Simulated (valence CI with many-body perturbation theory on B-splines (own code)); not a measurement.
Energy levels of Cl V

Method: valence CI with perturbative core correlation (CI+MBPT): three valence electrons over a frozen Dirac-Fock core [Ne], a basis of 11 s, 11 p, 10 d, 8 f, 5 g, 2 h functions for each j, with the one-electron correlation potential Σ1, the two-electron term Σ2, the three-electron term Σ3, Breit, model QED; selected CI, second order for the rest, scaled by the run's own slope (own B-spline code, finite nucleus).

No measured spectrum was set against this ion. As an estimate, levels hold to about 100 cm⁻¹ or 0.05 % of their energy and the worst to 300 or 400 cm⁻¹, as in measured light ions of charge 2 to 7.

Levels 91 to 135 of 176, with energies above the lowest level, 3s2.3p 2P°_1/2. "Leading %" is the weight of the configuration and term that name the level; weights of strongly mixed levels are sums over their largest components and can fall short. In the jj column 3d3/2^4 stands for four electrons in 3d with j = 3/2. Lifetimes count E1, E2, E3, M1 and M2 decay at the calculated energies, and are blank where another channel may lead or the interval is too uncertain; long ones can be off by a factor of two.

```csv
No.,Configuration,Term,J,E (eV),Leading %,Lifetime,Leading jj,Second component
91,3s2.5d,2D,5/2,52.408,88,345 ps,3s^2 5d5/2 (88 %),6 % 3s.3p.4p 2D
92,3p2.3d,2P,1/2,52.834,70,79.5 ps,3p1/2 3p3/2 3d5/2 (42 %),23 % 3s.3d2 2P
93,3p2.3d,2P,3/2,52.880,69,80.3 ps,3p3/2^2 3d5/2 (32 %),24 % 3s.3d2 2P
94,3p2.3d,2S,1/2,53.367,78,108 ps,3p1/2 3p3/2 3d5/2 (26 %),12 % 3s.3d2 2S
95,3p2.3d,2D,3/2,53.373,86,204 ps,3p1/2^2 3d3/2 (30 %),
96,3p2.3d,2F,5/2,53.451,70,49.8 ps,3p1/2 3p3/2 3d5/2 (23 %),12 % 3s.3p.4f 2F
97,3p2.3d,2F,7/2,53.486,72,48.5 ps,3p1/2 3p3/2 3d5/2 (37 %),12 % 3s.3p.4f 2F
98,3p2.3d,2D,5/2,53.503,84,184 ps,3p3/2^2 3d5/2 (62 %),
99,3s2.5f,2F°,5/2,53.914,94,116 ps,3s^2 5f5/2 (94 %),
100,3s2.5f,2F°,7/2,53.915,95,116 ps,3s^2 5f7/2 (95 %),
101,3s2.5g,2G,9/2,53.989,95,368 ps,3s^2 5g9/2 (95 %),
102,3s2.5g,2G,7/2,53.989,95,368 ps,3s^2 5g7/2 (95 %),
103,3s.3d2,4F,3/2,54.131,91,77.5 ps,3s 3d3/2^2 (61 %),6 % 3s.3p.4f 4F
104,3s.3d2,4F,5/2,54.133,91,77.7 ps,3s 3d3/2 3d5/2 (61 %),6 % 3s.3p.4f 4F
105,3s.3d2,4F,7/2,54.136,91,78.1 ps,3s 3d3/2 3d5/2 (73 %),6 % 3s.3p.4f 4F
106,3s.3d2,4F,9/2,54.140,91,78.5 ps,3s 3d5/2^2 (73 %),6 % 3s.3p.4f 4F
107,3s2.6s,2S,1/2,54.551,89,153 ps,3s^2 6s (89 %),6 % 3s.3p.4p 2S
108,3s.3p.4d,4D°,1/2,55.166,96,329 ps,3s 3p1/2 4d3/2 (52 %),
109,3s.3p.4d,4D°,3/2,55.171,93,333 ps,3s 3p3/2 4d3/2 (30 %),
110,3s.3p.4p,2D,3/2,55.178,68,101 ps,3s 3p3/2 4p1/2 (58 %),12 % 3s.3p.4p 2P
111,3s.3p.4d,4D°,5/2,55.184,90,338 ps,3s 3p1/2 4d5/2 (50 %),
112,3s.3p.4p,2P,1/2,55.186,93,89.2 ps,3s 3p3/2 4p1/2 (44 %),
113,3s.3p.4p,2D,5/2,55.213,79,103 ps,3s 3p3/2 4p3/2 (51 %),6 % 3s2.5d 2D
114,3s.3p.4d,4D°,7/2,55.220,93,332 ps,3s 3p3/2 4d5/2 (61 %),
115,3s.3p.4d,2D°,3/2,55.226,91,711 ps,3s 3p3/2 4d5/2 (35 %),
116,3s.3p.4p,2P,3/2,55.232,80,90.6 ps,3s 3p3/2 4p3/2 (63 %),10 % 3s.3p.4p 2D
117,3s.3p.4d,2D°,5/2,55.266,90,698 ps,3s 3p3/2 4d3/2 (37 %),
118,3s.3p.4d,4F°,3/2,55.474,93,734 ps,3s 3p1/2 4d3/2 (60 %),
119,3s.3p.4d,4F°,5/2,55.512,93,722 ps,3s 3p3/2 4d3/2 (45 %),
120,3s.3p.4d,4F°,7/2,55.564,94,726 ps,3s 3p3/2 4d3/2 (38 %),
121,3s.3p.4d,4F°,9/2,55.628,98,759 ps,3s 3p3/2 4d5/2 (98 %),
122,3s2.6p,2P°,1/2,55.790,94,853 ps,3s^2 6p1/2 (94 %),
123,3s2.6p,2P°,3/2,55.802,94,853 ps,3s^2 6p3/2 (94 %),
124,3s.3p.4p,2S,1/2,55.919,81,144 ps,3s 3p3/2 4p3/2 (42 %),7 % 3s2.6s 2S
125,3s.3p.4d,4P°,5/2,55.940,96,486 ps,3s 3p3/2 4d5/2 (46 %),
126,3s.3p.4d,4P°,3/2,55.992,97,487 ps,3s 3p3/2 4d3/2 (51 %),
127,3s.3p.4d,4P°,1/2,56.023,97,488 ps,3s 3p3/2 4d3/2 (85 %),
128,3s.3p.4d,2F°,5/2,56.033,94,618 ps,3s 3p1/2 4d5/2 (44 %),
129,3s.3d2,4P,1/2,56.118,98,53.6 ps,3s 3d3/2^2 (39 %),
130,3s.3d2,4P,3/2,56.120,98,53.7 ps,3s 3d3/2 3d5/2 (90 %),
131,3s.3d2,4P,5/2,56.121,98,53.9 ps,3s 3d3/2 3d5/2 (49 %),
132,3s.3p.4d,2F°,7/2,56.137,95,617 ps,3s 3p3/2 4d3/2 (55 %),
133,3p2.3d,2D,5/2,56.148,70,52.3 ps,3p3/2^2 3d5/2 (32 %),20 % 3s.3p.4f 2D
134,3p2.3d,2D,3/2,56.213,70,52.2 ps,3p3/2^2 3d3/2 (35 %),20 % 3s.3p.4f 2D
135,3s.3p.4d,2P°,3/2,56.498,93,650 ps,3s 3p3/2 4d5/2 (42 %),
```

Names give the largest LS component (configuration and term), which can be under half, so a name can repeat, a term be missing and a line seem to break the LS rules; names also repeat where a configuration has a term twice.

Where two levels of one J and parity lie close, their mixing, g and order are uncertain.
